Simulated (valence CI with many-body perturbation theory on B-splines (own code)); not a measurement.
Level structure of Tl³²⁺

Calculated by relativistic CI+MBPT: three valence electrons over a frozen Dirac-Fock core [Kr] 4d10, a basis of 7 s, 7 p, 7 d, 7 f, 4 g, 2 h functions for each j, with the one-electron correlation potential Σ1 (screened to all orders), the two-electron term Σ2, the three-electron term Σ3, Breit, model QED; selected single and double excitations, second order for the rest, scaled by the run's own slope (own B-spline code, finite nucleus).

The last digits are not significant, and no measured levels were compared; by estimate large intervals hold to a few tenths of a per cent, small ones and those within an open d or f shell to about a per cent. Excitations out of the core, of the other parity, are not computed and may begin above about 193 eV (a cautious bound); beyond it only levels of the ground parity were kept, without lifetimes.

Levels 1 to 45 of 110, with energies above the lowest level, (4f5/2^3) J=9/2. "Leading %" is the weight of the configuration and term that name the level; weights of strongly mixed levels are sums over their largest components and can fall short. In the jj column 3d3/2^4 stands for four electrons in 3d with j = 3/2. Lifetimes count E1, E2, E3, M1 and M2 decay at the calculated energies, and are blank where another channel may lead or the interval is too uncertain; long ones can be off by a factor of two.

```
No.  Configuration  Term     J  E (cm⁻¹)  Leading %             Leading jj  Lifetime  Second component
  1            4f3   4I°   9/2         0         74         4f5/2^3 (90 %)                23 % 4f3 2H°
  2            4f3   4I°  11/2     41718         92   4f5/2^2 4f7/2 (96 %)    398 μs       7 % 4f3 2H°
  3            4f3   4F°   3/2     43843         49         4f5/2^3 (89 %)                34 % 4f3 2D°
  4            4f3   4G°   5/2     67188         44         4f5/2^3 (75 %)   11.1 ms      27 % 4f3 4F°
  5            4f3   2G°   9/2     68860         35   4f5/2^2 4f7/2 (89 %)    439 μs      27 % 4f3 2H°
  6            4f3   4I°  13/2     70925         77   4f5/2^2 4f7/2 (60 %)   1.15 ms      20 % 4f3 2K°
  7            4f3   4F°   5/2     82785         55   4f5/2^2 4f7/2 (89 %)    981 μs      33 % 4f3 4G°
  8            4f3   4S°   3/2     83546         50   4f5/2^2 4f7/2 (94 %)   1.03 ms      26 % 4f3 2P°
  9            4f3   2G°   7/2     84707         50   4f5/2^2 4f7/2 (96 %)   2.33 ms      37 % 4f3 4F°
 10            4f3   4I°  15/2     92581         52   4f5/2^2 4f7/2 (57 %)   4.72 ms      36 % 4f3 2K°
 11            4f3   4G°   7/2    100270         68   4f5/2^2 4f7/2 (88 %)    742 μs      24 % 4f3 4F°
 12            4f3   2K°  13/2    114010         72   4f5/2 4f7/2^2 (63 %)    232 μs      23 % 4f3 4I°
 13            4f3   2H°  11/2    114770         50   4f5/2^2 4f7/2 (62 %)    832 μs      27 % 4f3 4G°
 14            4f3   4F°   9/2    116200         51   4f5/2 4f7/2^2 (66 %)    598 μs      24 % 4f3 2H°
 15            4f3   2P°   1/2    118450         50   4f5/2^2 4f7/2 (95 %)    578 μs      50 % 4f3 4D°
 16            4f3   4D°   3/2    118470         36   4f5/2^2 4f7/2 (70 %)    660 μs      30 % 4f3 2D°
 17            4f3   4D°   5/2    122700         41   4f5/2^2 4f7/2 (87 %)    525 μs      38 % 4f3 2D°
 18            4f3   4G°   9/2    131430         64   4f5/2 4f7/2^2 (76 %)    293 μs      27 % 4f3 2H°
 19            4f3   2G°   7/2    132530         48   4f5/2 4f7/2^2 (95 %)    290 μs      37 % 4f3 4F°
 20            4f3   2L°  15/2    133370         54   4f5/2^2 4f7/2 (41 %)    395 μs      37 % 4f3 4I°
 21            4f3   2H°  11/2    140100         72   4f5/2 4f7/2^2 (54 %)    539 μs      24 % 4f3 2I°
 22            4f3   2D°   3/2    144110         38   4f5/2 4f7/2^2 (76 %)    313 μs      20 % 4f3 4S°
 23            4f3   2D°   5/2    153300         75   4f5/2 4f7/2^2 (92 %)    344 μs      14 % 4f3 4F°
 24            4f3   4G°  11/2    161330         54   4f5/2 4f7/2^2 (86 %)    447 μs      35 % 4f3 2I°
 25            4f3   2H°   9/2    162150         59   4f5/2 4f7/2^2 (63 %)    318 μs      18 % 4f3 4F°
 26            4f3   4D°   1/2    165760         50   4f5/2 4f7/2^2 (95 %)    485 μs      50 % 4f3 2P°
 27            4f3   4D°   7/2    170290         87   4f5/2 4f7/2^2 (64 %)    594 μs       9 % 4f3 2F°
 28            4f3   2I°  13/2    172320         92   4f5/2 4f7/2^2 (96 %)    604 μs       8 % 4f3 2K°
 29            4f3   2D°   3/2    176080         47   4f5/2 4f7/2^2 (85 %)    183 μs      30 % 4f3 4D°
 30            4f3   2L°  17/2    177360        100  4f5/2 4f7/2^2 (100 %)    680 μs                  
 31            4f3   2K°  15/2    183770         54         4f7/2^3 (67 %)    192 μs      35 % 4f3 2L°
 32            4f3   2G°   9/2    187170         51         4f7/2^3 (78 %)    195 μs      25 % 4f3 2H°
 33            4f3   2F°   5/2    188570         52   4f5/2 4f7/2^2 (94 %)    129 μs      33 % 4f3 4D°
 34            4f3   2D°   3/2    211200         51         4f7/2^3 (88 %)    161 μs      30 % 4f3 2P°
 35            4f3   2H°  11/2    213990         59         4f7/2^3 (80 %)    169 μs      21 % 4f3 2I°
 36            4f3   2F°   7/2    220870         81   4f5/2 4f7/2^2 (62 %)    233 μs       8 % 4f3 2G°
 37            4f3   2G°   7/2    227890         77   4f5/2 4f7/2^2 (48 %)    462 μs      19 % 4f3 2F°
 38            4f3   2G°   9/2    227980         85   4f5/2 4f7/2^2 (78 %)    333 μs      14 % 4f3 2H°
 39            4f3   2D°   5/2    233170         60         4f7/2^3 (76 %)    148 μs      23 % 4f3 2F°
 40            4f3   2F°   7/2    308790         81         4f7/2^3 (62 %)   82.2 μs      14 % 4f3 2G°
 41            4f3   2F°   5/2    313710         98   4f5/2 4f7/2^2 (79 %)                            
 42         4f2 5p   4I°   9/2   2140500         58   4f5/2^2 5p1/2 (99 %)             32 % 4f2 5p 2H°
 43         4f2 5p   2G°   7/2   2152000         40   4f5/2^2 5p1/2 (98 %)             38 % 4f2 5p 4H°
 44         4f2 5p   4G°   5/2   2167300         58   4f5/2^2 5p1/2 (93 %)             33 % 4f2 5p 2F°
 45         4f2 5p   2D°   3/2   2173200         44   4f5/2^2 5p1/2 (91 %)             36 % 4f2 5p 4F°
```

Where two levels of one J and parity lie close, their mixing, g and order are uncertain.

The ionisation energy to 4f2 3H_4 of the next ion comes out as 1215.9 eV (NIST: 1230 ± 60 eV (theoretical)). All 110 levels together are meant to be complete up to 1560200 cm⁻¹.
